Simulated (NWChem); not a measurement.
System: C2H6F2Si; SMILES FC(F)C[SiH3]

The following NWChem deck was run.

```
start job
memory heap 200 mb stack 900 mb global 1100 mb
geometry units angstroms noautoz
  F      0.368929     1.331363    -1.091740
  C     -0.411693     1.146924     0.000000
  F      0.368929     1.331363     1.091740
  C     -0.991962    -0.242838     0.000000
  Si     0.280876    -1.655107     0.000000
  H     -1.178863     1.942496     0.000000
  H     -1.639233    -0.355238     0.884733
  H     -1.639233    -0.355238    -0.884733
  H      1.139214    -1.603908    -1.218472
  H     -0.482446    -2.940305     0.000000
  H      1.139214    -1.603908     1.218472
end
basis spherical
  * library def2-tzvp
end
dft
  xc becke88 lyp
  iterations 150
  semidirect filesize 400000000
  mulliken
end
task dft energy
```

All runs use the structure optimised with PBE0/def2-SVP.

**Question.** Predict the main results of this run. (BLYP/def2-TZVP.) Quantities: energy (Ha); highest occupied level (eV); orbital gap (eV); dipole (D).

**Answer.** 
```
Item                           Value
---------------------------  -------
energy (Ha)                  -569.06
highest occupied level (eV)    -7.66
orbital gap (eV)                7.62
dipole (D)                      2.09
```
